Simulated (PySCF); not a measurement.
## How methods differ on the ionisation energy of Se⁺

Se⁺ [Ar] 3d10 4s2 4p3 (4S) → Se²⁺ [Ar] 3d10 4s2 4p2 (3P), as a difference of total energies. Calculation: PySCF 2.14, in dyall-av2z (16s12p8d, 92 functions); the non-relativistic Hamiltonian (point nucleus). Correlated levels: valence: [Ar] 3d10 frozen; virtual orbitals above 40 to 60 times the deepest correlated orbital energy dropped. The calculations carry no spin-orbit coupling.

**Question.** Order these methods by the ionisation energy they give, lowest first.
A. MP2 (valence)
B. UHF
C. CCSD(T) (valence)
D. SCS-MP2 (valence)

**Answer.** B (20.820 eV), D (21.073 eV), C (21.162 eV), A (21.211 eV).

A first-order spin-orbit estimate (lowest level to lowest level, LS coupling) adds -0.264 eV.

These non-relativistic numbers lack the scalar-relativistic shift.

Errors of the correlated levels include the incompleteness of this basis and the frozen core.

For comparison: 21.196 ± 0.01 eV (measured; NIST Atomic Spectra Database, ionization energies).
